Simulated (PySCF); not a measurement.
4-(trifluoromethyl)pyridine, C6H4F3N.
Numbering: `[F:1][C:2]([F:3])([F:4])[c:5]1[cH:6][cH:7][n:8][cH:9][cH:10]1` (hydrogens: H11 on C6; H12 on C7; H13 on C9; H14 on C10)

Computed geometry: GFN2-xTB, gas phase.

**Question.** Give the optimised bond lengths and angles.

**Answer.** 
```
               bond  length (pm)     order
F1–C2, C2–F3, C2–F4        134.3    single
              C2–C5        150.6    single
      C5–C6, C5–C10        138.8  aromatic
      C6–C7, C9–C10        138.8  aromatic
       C7–N8, N8–C9        132.0  aromatic
    C6–H11, C10–H14        107.8    single
     C7–H12, C9–H13        108.1    single
```

Bonds in one row agree within 1 pm and their mean is given. Orders are formal, as drawn. A selection of angles:
```
    angle  degrees
 F1–C2–F3    106.3
 F1–C2–C5    111.7
 F3–C2–F4    106.7
 F3–C2–C5    112.6
 C2–C5–C6    120.1
C6–C5–C10    119.6
 C5–C6–C7    117.5
 C6–C7–N8    123.3
 C7–N8–C9    118.7
```

Torsions: F1–C2–C5–C6 89° (synclinal).

Of the pairs four or more bonds apart, F4···H11 is among the closest relative to their van der Waals radii: 2.52 Å, 94 % of the sum of Bondi's values. The 5 C–C bonds span 1.388 Å (C6–C7, aromatic) to 1.506 Å (C2–C5, drawn single), a spread of 0.118 Å. N8 (pyridine-type nitrogen) is bent (angle 118.7°). The 6-membered ring C5–C6–C7–N8–C9–C10 has internal angles of 117.5° to 123.3° (sum 720°, against 720° for a flat polygon); it is planar, 0.00 Å rms from its mean plane, widest ring torsion 1°.

Point group: Cs (every atom within 0.08 Å of its image). GFN2-xTB frequencies: not computed here.
